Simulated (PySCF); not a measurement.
Nuclear quadrupole coupling in `C=C1C=C1C(C)=O`

Compound: C₆H₆O.
SMILES with atom numbers: `[CH2:1]=[C:2]1[CH:3]=[C:4]1[C:5]([CH3:6])=[O:7]` (hydrogens: H8, H9 on C1; H10 on C3; H11, H12, H13 on C6)

Geometry (GFN2-xTB, Å), atoms numbered from 1 in this order:
```xyz
13
C6H6O angstrom
C      2.1446   -0.5749    0.7006
C      1.3730    0.0387   -0.1640
C      1.1627    0.8175   -1.3585
C      0.0738    0.4704   -0.6661
C     -1.3714    0.4974   -0.5203
C     -1.8777   -0.3510    0.6159
O     -2.0809    1.1517   -1.2525
H      1.7371   -1.0887    1.5542
H      3.2153   -0.5813    0.5898
H      1.5818    1.3021   -2.2082
H     -1.5506   -1.3799    0.4750
H     -2.9622   -0.3092    0.6657
H     -1.4498    0.0076    1.5507
```

Field gradients from the PBE0/pcSseg-1 density (PySCF, non-relativistic), principal values in atomic units, ordered |Vxx| ≤ |Vyy| ≤ |Vzz|:

| atom | Vxx | Vyy | Vzz |
| --- | --- | --- | --- |
| O7 | 0.5415 | 1.5345 | -2.0760 |

Task: Find the asymmetry η = (Vxx − Vyy)/Vzz and the couplings χ = eQV/h (234.96 MHz × Q in barn × V in au), with Q(17O) = −0.0256 b.

Result: 
```tsv
atom	environment	nucleus	η	χzz (MHz)	χxx (MHz)	χyy (MHz)
O7	ketone oxygen	17O	0.48	12.49	-3.26	-9.23
```

Task: What is Vzz at O7 in SI units (1 au = 9.71736 × 10²¹ V/m²)?

Result: -2.0760 au = -20.173 × 10²¹ V/m².

Task: And the gradient at the other heavy atoms, for which no coupling is worked out here?

Result: 
```tsv
atom	environment	Vzz (au)	η
C1	terminal =CH2 carbon	0.054	0.09
C2	fully substituted alkene carbon	0.240	0.02
C3	alkene CH carbon	0.493	0.59
C4	fully substituted alkene carbon	0.338	0.83
C5	ketone carbonyl carbon	0.475	0.28
C6	methyl carbon next to a carbonyl	-0.069	0.84
```

Were the hydrogens deuterons (Q(2H) = 0.00286 b), χzz would run from 209 kHz (H11 and H13) to 241 kHz (H10).

Geometry: GFN2-xTB, one conformer, isolated molecule. GFN2-xTB bond lengths can be off by several hundredths of an ångström, more for odd bonds, and the gradients follow them. A larger basis could move these couplings by a tenth or more.
